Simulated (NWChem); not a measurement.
System: C4H7 cation

NWChem input:

```
start job
memory heap 200 mb stack 900 mb global 1100 mb
charge 1
geometry units angstroms noautoz
  C     -1.155227     0.811062     0.001403
  C     -0.000405     0.037485    -0.003121
  C      1.175438     0.779168     0.002956
  C     -0.017581    -1.460307    -0.006078
  H     -2.152584     0.354495     0.033561
  H     -1.108810     1.906016    -0.019184
  H      2.160060     0.295429     0.036401
  H      1.159353     1.875026    -0.017656
  H     -0.955791    -1.852671     0.407325
  H      0.077280    -1.834051    -1.038448
  H      0.819667    -1.870404     0.574800
end
basis spherical
  * library def2-svp
end
dft
  xc hcth407
  iterations 150
  mulliken
end
task dft energy
```

Structure relaxed at the PBE0/def2-SVP level.

Question: Give the results of this calculation. (HCTH/407/def2-SVP.) Quantities: energy (Ha); highest occupied level (eV); orbital gap (eV).

Answer: The energy (Ha) is -156.18, the highest occupied level (eV) is -13.81 and the orbital gap (eV) comes out as 2.68.
